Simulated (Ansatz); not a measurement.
Mulliken charges of `B1C[NH][AlH][O]1` from PBE/def2-TZVPP in Ansatz (PBE0-D4/def2-TZVP geometry).

| atom | x (Å) | y (Å) | z (Å) | charge (e) |
| --- | --- | --- | --- | --- |
| B1 | -1.210 | 0.287 | -0.465 | 0.139 |
| C2 | -0.444 | -0.820 | 0.384 | -0.133 |
| N3 | 0.963 | -0.429 | 0.482 | -0.277 |
| Al4 | 1.175 | 1.088 | -0.382 | 0.371 |
| O5 | -0.466 | 1.325 | -0.915 | -0.307 |
| H6 | -2.386 | 0.225 | -0.706 | -0.010 |
| H7 | -0.577 | -1.800 | -0.099 | 0.086 |
| H8 | -0.925 | -0.914 | 1.371 | 0.086 |
| H9 | 1.561 | -1.049 | 0.998 | 0.127 |
| H10 | 2.391 | 2.036 | -0.666 | -0.083 |

Problem. By hand: the dipole of these point charges (1 e Å = 4.8032 D).

Solution. Σ q r = (0.098, -0.273, 0.188) e Å, of length 0.346 e Å = 1.66 D.

Problem. How does the dipole of the full density compare? (Estimate.)

Solution. Ansatz gave: (0.333, -0.212, 0.207) e Å, 2.14 D; the point charges give 0.78 times that, at 33° from its direction.

Point charges leave out the atoms' own dipoles, such as those of lone pairs, and Mulliken's split depends on the basis, so the two needn't agree.
